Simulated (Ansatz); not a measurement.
`[InH2][B]1CN1` + `C[NH][GeH3]` → `C[N]([GeH3])[InH2]` + `B1CN1` at 700 K and 1 bar (cleavage of the In–B bond).

Computed with Ansatz on PBE0-D4/def2-TZVP structures; ΔE is electronic, products minus reactants. CCSD(T)/CBS is the MP2 limit (def2-TZVPP, def2-QZVPP) plus CCSD(T) − MP2 in def2-TZVPP, frozen cores. This one scheme is used for every species. Elements past krypton have def2 core potentials. For Ge, In outer-core shells are correlated without core-valence functions, which leaves a few kJ/mol of doubt a bond. Scalar relativity is left out up to krypton.

```tsv
species	CCSD(T)/CBS energy (Eh)	H − E (kJ/mol)	S (J/(mol·K))
`[InH2][B]1CN1`	-310.30997	220.4	444.1
`C[NH][GeH3]`	-2173.06430	268.1	408.1
`C[N]([GeH3])[InH2]`	-2363.46641	296.6	517.6
`B1CN1`	-119.91915	185.9	321.1
```

H − E and S are ideal-gas, rigid-rotor, harmonic terms from PBE0-D4/def2-TZVP, for one conformer and one mirror image of each species. 1 Eh = 2625.50 kJ/mol, R = 8.31446 J/(mol·K).

Task: By hand: ΔE, ΔH, ΔS and ΔG.

Result: ΔE = (-2363.46641) + (-119.91915) − (-310.30997) − (-2173.06430) = -0.01129 Eh = -29.6 kJ/mol. Δ(H − E) = 296.6 + 185.9 − 220.4 − 268.1 = -6.0, so ΔH = -35.6 kJ/mol. ΔS = 517.6 + 321.1 − 444.1 − 408.1 = -13.5 J/(mol·K). ΔG = -35.6 − 700 × (-13.5)/1000 = -26.2 kJ/mol.

Task: By hand: the equilibrium constant, and the temperature at which ΔG would vanish if ΔH and ΔS stayed fixed.

Result: log₁₀ K = −ΔG/(RT ln 10) = 2.0. ΔG = 0 at ΔH/ΔS = 2637 K, far beyond where these terms or the molecules hold.

The number of gas molecules stays the same, so ΔS is small and ΔH decides. A doubt of 5 kJ/mol in ΔE shifts log₁₀ K by 0.4 here. Other conformers and mirror images would add mixing entropy, several J/(mol·K) or more a flexible species. These are equilibria of isolated gas molecules and say nothing of rates. Largest T1 diagnostic: 0.015 (customary marks: 0.02 for closed shells, 0.045 for open ones).
